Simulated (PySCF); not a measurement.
# Two-component Hartree-Fock for K⁵⁺ (potassium, charge +5)

Start: [Ne] 3s2 3p2; 3p1/2 filled at m_j = -1/2, +1/2. Calculated with PySCF 2.14 in an uncontracted even-tempered set (20 s from 0.2 bohr⁻², ratio 2.4; 14 p from 0.26 bohr⁻², ratio 2.4; 5 d from 1.7 bohr⁻², ratio 2.6; 5 f from 2.5 bohr⁻², ratio 2.6): generalised Hartree-Fock with the X2C-1e Hamiltonian and a Gaussian nucleus; one run each with spin-orbit coupling (SO) switched off, then screened by Boettger's factors.

| spinor shell | electrons | ε, spin-free (eV) | ε, screened SO (eV) | weight of nominal j (screened SO) | rms radius, screened SO (bohr) |
| --- | --- | --- | --- | --- | --- |
| 1s1/2 | 2 | -3739.9 | -3739.8 | 1.000 | 0.0937 |
| 2s1/2 | 2 | -483.07 | -483.04 | 1.000 | 0.416 |
| 2p1/2 | 2 | -399.28 | -402.15 | 0.888 | 0.384 |
| 3s1/2 | 2 | -116.07 | -116.06 | 1.000 | 1.22 |
| 3p1/2 | 2 | -99.079 | -99.138 | 0.543 | 1.29 |

(1) Where does 2p3/2 lie, and what is the 2p spin-orbit splitting (screened SO)?

```json
{"quantity": "E (hartree)", "spin-free": "-593.38827", "screened SO": "-593.39598"}
{"quantity": "M_J", "spin-free": "0", "screened SO": "0"}
{"quantity": "⟨J²⟩", "spin-free": "2.005", "screened SO": "1.796"}
{"quantity": "⟨L²⟩", "spin-free": "2.004", "screened SO": "2.000"}
{"quantity": "⟨S²⟩", "spin-free": "2.001", "screened SO": "1.996"}
```

The determinant has a definite M_J but mixes levels of different J.

Each row is a mean over spinors that exchange with the open shell spreads, by up to 9.459 eV (3s1/2).

Rows whose weight is well below 1 are mixtures of j = l ± 1/2: exchange outweighs spin-orbit coupling there, and the label is only the starting occupation.

Without spin-orbit coupling the j labels of p, d and f shells carry no meaning; the spin-free column gives the mean over the occupied spinors of each nl shell.

Results:

(1) At -397.82 eV, 4.334 eV above 2p1/2.
